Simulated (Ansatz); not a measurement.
`[OH][Ge]([OH])([SH])[SH]`. Total charge 0; spin multiplicity 1. All single points use the PBE0-D4/def2-TZVP geometry. It is one conformer, not always the lowest.

```xyz
9

O    -0.180   -1.205   -1.370
Ge   -0.084   -0.004   -0.078
O    -1.441    1.126   -0.132
S     1.859    0.932   -0.518
S    -0.328   -0.858    1.937
H    -0.935   -1.791   -1.260
H    -1.425    1.667   -0.926
H     1.763    1.750    0.544
H     0.771   -1.619    1.803
```

Question: What is the dipole moment at PBE/def2-TZVPP? (Estimate.)

Answer: Computed: 0.13 D, with components (-0.09, -0.01, -0.09) D in this frame, pointing from negative to positive charge.

Question: And with r2SCAN, B3LYP, ωB97M-V? (Best estimate.)

Answer: Ansatz gave: r2SCAN 0.11 D, B3LYP 0.06 D, ωB97M-V 0.06 D.

Question: Give the Mulliken charges with PBE, B3LYP, r2SCAN in def2-TZVPP. (An estimate is asked.)

Answer: The calculation gave: 
```csv
atom,PBE,B3LYP,r2SCAN
O1,-0.37,-0.41,-0.42
Ge2,0.67,0.77,0.79
O3,-0.37,-0.41,-0.42
S4,-0.29,-0.28,-0.30
S5,-0.29,-0.28,-0.30
H6,0.19,0.18,0.20
H7,0.19,0.18,0.20
H8,0.13,0.12,0.12
H9,0.13,0.12,0.12
```

B3LYP here is the variant with VWN-RPA as its local correlation; programs differ in this.
